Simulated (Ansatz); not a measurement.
Si5F3. Total charge 0; doublet. Geometry B3LYP-D4/def2-SVP; atoms count from 1.

Cartesian coordinates in Å:
```
Si -0.032 1.806 1.049
Si 0.059 -0.301 -2.767
Si 1.277 -1.019 -0.656
Si -0.770 0.292 -0.584
Si 0.722 -0.314 1.434
F -0.738 -1.673 -3.187
F -1.161 2.523 1.993
F 0.642 -1.314 2.718
```

Another isomer (doublet) lies 0.98 eV lower at PBE0-D4/def2-TZVP; other spin states weren't run for this one.

(1) Estimate the Mulliken populations from the PBE0/def2-TZVP orbitals of Ansatz.

(2) Where does the spin sit?

(3) And the Mayer bond orders between heavy atoms (over 0.3)?

Results:

(1) 
```csv
atom,charge (e),spin (α − β)
Si1,0.31,0.44
Si2,0.31,0.02
Si3,-0.05,0.46
Si4,-0.03,-0.05
Si5,0.36,0.09
F6,-0.30,0.00
F7,-0.30,0.03
F8,-0.29,0.01
```
Mulliken values depend strongly on the basis.

(2) Summed by element: Si 0.96, F 0.04, of 1 unpaired in all. Largest on single atoms: Si3 0.46, Si1 0.44, Si5 0.09.

(3) Si1–Si4 0.98 (2.35 Å); Si1–Si5 1.05 (2.28 Å); Si1–F7 1.03 (1.64 Å); Si2–Si3 0.69 (2.54 Å); Si2–Si4 0.88 (2.41 Å); Si2–F6 1.02 (1.64 Å); Si3–Si4 0.96 (2.43 Å); Si3–Si5 1.07 (2.27 Å); Si4–Si5 0.65 (2.58 Å); Si5–F8 1.06 (1.63 Å).
